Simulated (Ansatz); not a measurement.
Calculation: frozen-core CCSD(T)/cc-pVTZ // ωB97X-D3(BJ)/def2-TZVP (Ansatz, a quantum-chemistry and plane-wave program).

Ansatz 0.2 input:
```yaml
crystal:
  periodic: [false, false, false]
  atoms:
    - { symbol: Si, position_ang: [-1.325755, 1.958064, 0.372637] }
    - { symbol: Ga, position_ang: [-0.037063, -0.058285, 0.193573] }
    - { symbol: Si, position_ang: [2.355253, 0.052835, 0.038314] }
    - { symbol: Si, position_ang: [-1.131017, -2.194104, 0.158143] }
    - { symbol: H, position_ang: [-0.501654, 3.172948, 0.604316] }
    - { symbol: H, position_ang: [-2.318557, 1.857077, 1.475877] }
    - { symbol: H, position_ang: [-2.083293, 2.157287, -0.893907] }
    - { symbol: H, position_ang: [2.984989, -1.229392, -0.371857] }
    - { symbol: H, position_ang: [2.781954, 1.104432, -0.923346] }
    - { symbol: H, position_ang: [2.901593, 0.420226, 1.374201] }
    - { symbol: H, position_ang: [-0.555595, -3.08288, 1.203934] }
    - { symbol: H, position_ang: [-0.89755, -2.84617, -1.159617] }
    - { symbol: H, position_ang: [-2.599046, -2.119803, 0.377083] }
basis:
  gaussian: { orbitals: cc-pVTZ }
correlation:
  method: ccsd_t
```

Output:

```
Functional definition: HF
1576 factors; integrals over basis functions are off by at most 1.0e-3 eV
mean field evaluation 1: about -76062.9072 eV, gradient 1.8e1 eV
mean field evaluation 2: about -76063.0451 eV, gradient 1.9e1 eV
mean field evaluation 4: about -76065.3252 eV, gradient 3.4e0 eV
mean field evaluation 8: about -76065.3497 eV, gradient 1.2e-1 eV
mean field evaluation 16: about -76064.8768 eV, gradient 6.7e0 eV
mean field -76065.34984425 eV, -2795.3500478302 hartree, gradient 2.9e-6 eV, S^2 0.000000; 0 other end points of the search recorded, 0 dependent functions left out
24 core orbitals not correlated
reference -76065.34984425 eV, -2795.3500478302 hartree; 17, 17 occupied and 230, 230 virtual orbitals, 1576 factors
second order -14.80941739 eV of doubles, -0.00000000 eV of singles
cycle   1  -16.19286648 eV  change    -1.4e0 eV  update   1.2e-1
cycle   2  -16.86413172 eV  change   -6.7e-1 eV  update   3.7e-2
cycle   3  -16.95651942 eV  change   -9.2e-2 eV  update   1.6e-2
cycle   4  -16.95338474 eV  change    3.1e-3 eV  update   4.5e-3
cycle   5  -16.95053898 eV  change    2.8e-3 eV  update   1.3e-3
cycle   6  -16.94975512 eV  change    7.8e-4 eV  update   4.7e-4
cycle   7  -16.94979850 eV  change   -4.3e-5 eV  update   1.3e-4
cycle   8  -16.94985158 eV  change   -5.3e-5 eV  update   5.2e-5
cycle   9  -16.94985078 eV  change    7.9e-7 eV  update   1.9e-5
perturbative correction -0.67200263 eV, -0.0246956412 hartree
Total energy: -76082.97169766 eV, -2795.9976389986 hartree
```

Cost: roughly 11 core-minutes.
